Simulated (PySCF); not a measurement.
Rb⁺: ionisation energy

Rb⁺ [Kr] (1S) → Rb²⁺ [Ar] 3d10 4s2 4p5 (2P), as a difference of total energies. All numbers are calculated (PySCF 2.14, the spin-free X2C one-electron Hamiltonian (Gaussian nucleus), in aug-cc-pVDZ-X2C). Correlated levels: valence: [Ar] 3d10 4s2 frozen. The calculations carry no spin-orbit coupling.

```csv
method,ionisation energy (eV)
UHF,27.249
LDA,28.559
TPSS,28.309
MP2 (valence),27.368
SCS-MP2 (valence),27.359
CCSD (valence),27.379
CCSD(T) (valence),27.380
```

Question: How much does correlation contribute at CCSD(T) (valence)?

Answer: 27.380 − (27.249) = 0.131 eV, measured against UHF.

The reference lies between the lowest fine-structure levels, while these numbers refer to the centres of the terms.

Errors of the correlated levels include the incompleteness of this basis and the frozen core.

For comparison: 27.290 eV (measured; NIST Atomic Spectra Database, ionization energies).
